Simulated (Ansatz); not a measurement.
```yaml
crystal:
  periodic: [false, false, false]
  atoms:
    - {symbol: C, position_ang: [-1.704773, -0.478872, 0.142660]}
    - {symbol: C, position_ang: [-0.450531, -0.114608, -0.051513]}
    - {symbol: C, position_ang: [0.823062, -0.099792, 0.807556]}
    - {symbol: Si, position_ang: [0.990784, 0.519734, -0.915955]}
    - {symbol: F, position_ang: [1.172255, 2.077922, -1.196939]}
    - {symbol: H, position_ang: [-2.451813, -0.367698, -0.636912]}
    - {symbol: H, position_ang: [-2.040916, -0.898795, 1.088634]}
    - {symbol: H, position_ang: [0.809278, 0.606425, 1.637564]}
    - {symbol: H, position_ang: [1.238396, -1.064584, 1.097923]}
    - {symbol: H, position_ang: [1.697457, -0.230932, -1.970118]}
basis:
  gaussian: {orbitals: aug-cc-pVTZ}
magnetization: {spin_polarized: true, initial_magnetization: 1}
hamiltonian: {xc: {name: SVWN5}}
output: {forces: true}
```

```sh
$ ansatz run in.yaml --threads 4 --pin off --events-out ev --progress --plain --max-ram 10444MiB
```

Q: How does Ansatz answer? (Estimate.)

A: Computed: The input was rejected before any iteration.
```
Error: a molecule whose nuclei and cores have a total charge of 46 cannot have a net charge of 0 together with 1 unpaired electrons
```
